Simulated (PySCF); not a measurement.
C$_{6}$H$_{8}$N$_{2}$: full NMR table

| Property | Result |
| --- | --- |
| Formula | C6H8N2 |
| SMILES | CNc1ccncc1 |
| Point group of the computed structure | C1 |
| Degrees of unsaturation | 4 |
| Carbon signals | 4 |
| Proton signals | 4 |

Molfile (atoms numbered from 1):
```
C6H8N2
     RDKit          3D

 16 16  0  0  0  0  0  0  0  0999 V2000
    2.7853    0.3013   -0.0528 C   0  0  0  0  0  0  0  0  0  0  0  0
    1.6815   -0.5673   -0.3382 N   0  0  0  0  0  0  0  0  0  0  0  0
    0.3802   -0.2389   -0.1025 C   0  0  0  0  0  0  0  0  0  0  0  0
   -0.6509   -1.1827   -0.2879 C   0  0  0  0  0  0  0  0  0  0  0  0
   -1.9651   -0.8071   -0.0557 C   0  0  0  0  0  0  0  0  0  0  0  0
   -2.3436    0.4094    0.3407 N   0  0  0  0  0  0  0  0  0  0  0  0
   -1.3693    1.2973    0.5176 C   0  0  0  0  0  0  0  0  0  0  0  0
   -0.0150    1.0437    0.3218 C   0  0  0  0  0  0  0  0  0  0  0  0
    2.6943    1.2567   -0.5959 H   0  0  0  0  0  0  0  0  0  0  0  0
    3.7164   -0.1755   -0.3861 H   0  0  0  0  0  0  0  0  0  0  0  0
    2.8863    0.5355    1.0242 H   0  0  0  0  0  0  0  0  0  0  0  0
    1.8793   -1.5442   -0.4977 H   0  0  0  0  0  0  0  0  0  0  0  0
   -0.4180   -2.1995   -0.6154 H   0  0  0  0  0  0  0  0  0  0  0  0
   -2.7653   -1.5430   -0.2008 H   0  0  0  0  0  0  0  0  0  0  0  0
   -1.6777    2.2974    0.8462 H   0  0  0  0  0  0  0  0  0  0  0  0
    0.7151    1.8341    0.4990 H   0  0  0  0  0  0  0  0  0  0  0  0
  1  2  1  0
  2  3  1  0
  3  4  2  0
  4  5  1  0
  5  6  2  0
  6  7  1  0
  7  8  2  0
  8  3  1  0
  1  9  1  0
  1 10  1  0
  1 11  1  0
  2 12  1  0
  4 13  1  0
  5 14  1  0
  7 15  1  0
  8 16  1  0
M  END
```

[PySCF 2.14: J couplings at B3LYP/pcJ-1 (spin–dipole term only in couplings to heteroatoms); geometry from PBE0-D3(BJ)/def2-SVP; GIAO B97-2/pcSseg-1 shieldings; isolated molecule; equivalent nuclei averaged; non-relativistic; one conformer]

Chemical shifts δ = σref − σ; 1H (σref 31.38) and 13C (σref 183.69) against TMS; 15N (σref 262.91) vs NH3, all at this level.

| carbon | δC, type | δH (multiplicity, J in Hz) | HMBC from (abs. J ≥ 3 Hz) | span of the C tensor (ppm) |
| --- | --- | --- | --- | --- |
| C1 | 29.5, CH3 | 2.78 (s) | – | 51 |
| C3 | 152.6, C | – | H14/H15, H9/H10/H11 | 202 |
| C4/C8 | 106.7, CH | 6.08 (d, 6.3) | H14/H15, H13/H16 | 180 |
| C5/C7 | 152.6, CH | 8.27 (d, 6.3) | H14/H15 | 216 |

Other nuclei:
```
atoms  nucleus                           environment  δ (ppm)  σ (ppm)
  H12       1H  hydrogen on an aniline-type nitrogen     3.15    28.22
   N6      15N           pyridine-type ring nitrogen    314.3    -51.4
   N2      15N                 aniline-type nitrogen     76.5    186.4
```

Selected couplings (Hz, signed; the shortest-range and largest first, 30 at most; isotopes 13C, 1H, 15N): 1J(C5,H14) 183.2, 1J(C4,H13) 165.8, 1J(C1,H9) 141.4, 1J(C3,C4) 64.8, 1J(C4,C5) 63.6, 1J(N2,C3) -18.5, 1J(C1,N2) -14.8, 2J(N6,H14) -12.7, 2J(C4,N6) 2.8, 2J(N2,C4) -2.1, 3J(C4,C7) 11.2, 3J(H13,H14) 6.3, 3J(C1,C4) 3.6, 3J(C3,N6) -3.3, 3J(N2,H13) -2.3, 3J(N2,C5) -1.1, 3J(N6,H13) -1.1.

1. Carbon types of the structure: 1 × C, 4 × CH, 1 × CH3, leaving 1 H on heteroatoms.
2. δC 152.6: aromatic carbon bearing nitrogen; σ withdrawal by the attached heteroatom moves it downfield of the ring CH carbons.
3. δC 152.6: aromatic CH next to a ring nitrogen; the adjacent pyridine-type nitrogen withdraws density from it.
4. δC 106.7: aromatic CH; π donation from the O or N substituent raises the electron density at positions ortho and para to it.
5. δH 8.27: hydrogen on an aromatic CH next to a ring nitrogen; ring current plus the neighbouring ring nitrogen.
6. δH 6.08: hydrogen on an aromatic CH; π donation from the O or N substituent shields it against benzene.
7. The protons at 6.08 and 8.27 share a coupling of 6.3 Hz (vicinal, an ortho-type coupling).

OH and NH positions are those of a molecule without intermolecular hydrogen bonds; in solution they move with solvent, concentration and temperature, and exchange usually removes their couplings. Multiplet labels drop couplings under 1 Hz and merge nearly equal ones. Couplings among chemically equivalent protons are left out too, so labels in AA′BB′ or AA′XX′ sets are apparent multiplicities. Unscaled 3J(H,H) at this level run about 10 % above measured values. Shifts are as computed. Against solution values, carbons near 30 ppm lie about +1 ppm off and those near 130 ppm about +2 ppm. Of 1211 compounds with measured shifts, 218 miss one by over three times the rms of a fit or turn the order of signals round; such compounds aren't used in these exercises. Couplings to exchangeable protons are dropped. Experimental scales use liquid or dissolved standards, which lie at an offset from isolated NH3 (liquid NH3: subtract about 20 ppm). Unscaled 15N shifts of sp2 nitrogen come out 20 to 40 ppm too high even then.
